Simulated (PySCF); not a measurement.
## Ru: ionisation energy

Ru [Kr] 4d7 5s1 (5F) → Ru⁺ [Kr] 4d7 (4F), as a difference of total energies. Calculation: PySCF 2.14, in def2-TZVPPD with the def2 core potential (28 electrons) (6s4p3d2f1g, 56 functions); a scalar-relativistic core potential. Correlated levels: valence and next inner shell: nothing frozen outside the core potential. The calculations carry no spin-orbit coupling.

```json
{"method": "UHF", "ionisation energy (eV)": "6.301", "error (eV)": "-1.064"}
{"method": "MP2 (valence and next inner shell)", "ionisation energy (eV)": "7.310", "error (eV)": "-0.055"}
{"method": "SCS-MP2 (valence and next inner shell)", "ionisation energy (eV)": "7.037", "error (eV)": "-0.328"}
{"method": "CCSD (valence and next inner shell)", "ionisation energy (eV)": "7.168", "error (eV)": "-0.197"}
{"method": "CCSD(T) (valence and next inner shell)", "ionisation energy (eV)": "7.242", "error (eV)": "-0.123"}
```

Reference: 7.365 eV (measured; NIST levels, between the centres of gravity of the two terms).

Errors of the correlated levels include the incompleteness of this basis.
